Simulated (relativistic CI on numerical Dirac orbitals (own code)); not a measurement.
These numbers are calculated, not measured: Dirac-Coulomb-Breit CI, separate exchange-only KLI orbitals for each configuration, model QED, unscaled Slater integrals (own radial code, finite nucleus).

The strongest absorption lines from the ground level of an ion, among the configurations computed and to levels below about 877 eV (vacuum wavelength in nm, gf): 1.4151 (0.051), 1.4156 (0.026), 1.5758 (0.12), 1.5768 (0.061), 2.0898 (0.47), 2.0940 (0.24), 32.568 (0.11), 36.414 (0.049).

Problem. Which ion is it?
A. K¹⁸⁺
B. Sc¹⁸⁺
C. V²⁰⁺
D. K¹⁶⁺

Solution. D. K¹⁶⁺ has 3 electrons and the ground level 2s 2S_1/2; the strongest line goes to 3p 2P°_3/2. The pattern of lines fixes the number of electrons, and along that sequence the line energies rise steadily with the charge (about as its square where n changes within one kind of shell, about linearly where n is kept but much faster in heavy ions where fine structure, which grows about as Z⁴, sets the gap, and irregularly where shells cross), which fixes Z. Configurations outside the model, such as inner-shell arrays, can give stronger lines. At this charge energies of transitions that change n are usually good to better than 1 %, and those within a shell (Δn = 0) to a few per cent.
